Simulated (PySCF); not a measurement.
Computed structure and properties of LaOCl

System: LaOCl (singlet); start: template (Cs). Method: PySCF 2.14.0, RKS PBE0, La def2-SVP with ECP46, O def2-SVP, Cl def2-SVP; non-relativistic Hamiltonian with scalar-relativistic core potentials where named; density fitting; no spin-orbit coupling.

Input of the relaxation:

```python
mol = gto.M(atom='''
La     0.31085     0.00000    -0.26949
O      2.03995     0.00000     0.50431
Cl    -2.16785     0.00000     0.83981''',
    basis={'La': 'def2-SVP', 'O': 'def2-SVP', 'Cl': 'def2-SVP'},
    ecp={'La': 'def2-SVP'},
    charge=0, spin=0)
mf = dft.RKS(mol, xc='PBE0')
mf.grids.atom_grid = (50, 194)  # f atoms: unpruned, at least (60, 302)
mf = mf.density_fit()  # fitting sets: La def2-universal-JKFIT, O def2-universal-JKFIT, Cl def2-universal-JKFIT
mf.conv_tol = 1e-08; mf.max_cycle = 55
mf.kernel(dm0)  # dm0: converged density of the start geometry
# quasi-Newton relaxation in Cartesian coordinates to a largest gradient under 0.00045 Eh/bohr, steps kept in the point group
```

Run from Python with OMP_NUM_THREADS=2; the lines above give its settings. Where DIIS fails, smearing, a level shift and second-order steps follow.
It took 86 s on 2 threads of Intel(R) Xeon(R) Processor @ 2.50GHz (Skylake/Cascade Lake) (shared host), from the converged density of the start.

Course of the relaxation:

| step | energy above end (eV) | largest force component within the symmetry (eV/Å) |
| --- | --- | --- |
| 0 | 0.1507 | 1.528 |
| 1 | 0.0679 | 0.315 |
| 2 | 0.0339 | 0.734 |
| 3 | 0.0132 | 0.637 |
| 4 | 0.0009 | 0.179 |
| 5 | 0.0001 | 0.055 |
| 6 | 0.0000 | 0.009 |
| 7 | 0.0000 | 0.002 |

Relaxed geometry (Cs):

```xyz
3

La    0.2927    0.0000   -0.4754
O     1.8661    0.0000    0.6423
Cl   -1.9758    0.0000    0.9077
```

```
     contact      Å
  La1–O2 (O)  1.930
La1–Cl3 (Cl)  2.657
```

On the finer grid (75, 302):

```json
{
  "HOMO": "-6.83 eV",
  "LUMO": "-2.10 eV",
  "Dipole about the centre of mass": "7.80 D",
  "Set of Mulliken populations of La1 outside the core potential": "s 2.11, p 6.14, d 1.77, f 0.16",
  "D3(BJ) dispersion energy (not in the energies)": "-0.068 eV"
}
```

| atom | Mulliken (e) | Löwdin (e) | spin (e) |
| --- | --- | --- | --- |
| La1 | 0.82 | 0.44 | 0.00 |
| O2 | -0.41 | -0.31 | 0.00 |
| Cl3 | -0.41 | -0.12 | 0.00 |

On the grid (50, 194), as all that follows. Harmonic modes: a minimum; lowest 132 cm⁻¹ (negative: unstable), highest 816 cm⁻¹, zero-point energy 0.078 eV.

Rigid scan of O along the line from its metal:

```tsv
distance to O2 (Å)	energy (eV)
1.63	2.422
1.73	0.931
1.83	0.203
1.93	0.000
2.03	0.153
2.13	0.540
2.23	1.071
2.38	2.004
```

Taking off one Cl (charge -1, singlet; the rest: singlet) in vacuum, both parts rigid, costs 7.94 eV; the small basis without counterpoise inflates it. Most of it is the attraction of opposite charges; other ways to part are cheaper, and one spin state was tried for the rest.

Rigid scan of Cl along the line from its metal:

distance to Cl3 (Å), energy (eV) and a bar:
```
     2.36      0.652 #######
     2.46      0.254 ###
     2.56      0.056 #
     2.66      0.000 
     2.76      0.043 
     2.86      0.156 ##
     3.06      0.502 #####
     3.36      1.141 ############
     3.76      1.978 #####################
     4.26      2.832 ##############################
```

One start shape was tried, so this needn't be the lowest isomer.
